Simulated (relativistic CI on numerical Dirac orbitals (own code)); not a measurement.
**Rh¹⁰⁺: sensitivity of the levels to the model**

Base calculation: Dirac-Coulomb-Breit CI, orbitals from a KLI potential per configuration, a model potential for QED, unscaled Slater integrals.

CI space (outside the closed core [Ar] 3d10): 4s2 4p5, 4s 4p6, 4s2 4p4 4d, 4s 4p5 4d, 4s2 4p4 4f, 4s 4p5 4f, 4p6 4d, 4s2 4p4 5s, 4s 4p4 4d2, 4s2 4p4 5p, 4s2 4p3 4d 4f, 4p6 5s, 4p5 4d2, 4p4 4d3, 4p4 4d2 4f, 4p4 4d2 5s. Double excitations out of closed p, d and f shells are left out; levels of such configurations are missing from the list, as are those of other unlisted configurations, and high levels can miss mixing partners. These lack a partner that the ground configuration has and come out too high: 4s2 4p4 5p.

Variants: (1) Breit term removed. Shifts of the energy above 4s2 4p5 2P°_3/2, in cm⁻¹, for the lowest level and the first level of each name with at least 55 % of one term (blank where a level changes its place among those of its configuration and J or its character, or is not in the variant):

| Level | Base | Δ(1) |
| --- | --- | --- |
| 4s2 4p5 2P°_3/2 | 0 | 0 |
| 4s2 4p5 2P°_1/2 | 38593 | +607 |
| 4s 4p6 2S_1/2 | 282668 | +281 |
| 4s2 4p4 4d 4D_5/2 | 380727 | +777 |
| 4s2 4p4 4d 4D_3/2 | 381783 | +688 |
| 4s2 4p4 4d 4D_7/2 | 383544 | +942 |
| 4s2 4p4 4d 4D_1/2 | 385569 | +763 |
| 4s2 4p4 4d 4F_9/2 | 401721 | +900 |
| 4s2 4p4 4d 2P_1/2 | 412228 | +1107 |
| 4s2 4p4 4d 4P_1/2 | 416874 | +895 |
| 4s2 4p4 4d 4F_5/2 | 424407 | +1109 |
| 4s2 4p4 4d 4P_5/2 | 431589 | +1066 |
| 4s2 4p4 4d 2D_5/2 | 444029 | +1376 |
| 4s2 4p4 4d 2G_7/2 | 448584 | +1242 |
| 4s2 4p4 4d 2F_5/2 | 450589 | +1307 |
| 4s2 4p4 4d 2G_9/2 | 452739 | +1479 |
| 4s2 4p4 4d 2S_1/2 | 526217 | +982 |
| 4s 4p5 4d 4P°_1/2 | 709757 | +606 |
| 4s 4p5 4d 4F°_9/2 | 713779 | +940 |
| 4s 4p5 4d 4P°_3/2 | 714897 | +715 |
| 4s 4p5 4d 4F°_7/2 | 717225 | +834 |
| 4s 4p5 4d 4P°_5/2 | 727272 | +979 |

At this charge energies of transitions that change n are usually good to better than 1 %, and those within a shell (Δn = 0) to a few per cent.

Ionisation energy from the two ground configurations alone: base 228.099 eV; Breit term removed 228.204 eV. The NIST ASD value (theoretical) is 228 eV.

LS names give the leading component of a level, which can be under half, so a name can repeat, a term be missing and a line seem to break the LS rules.
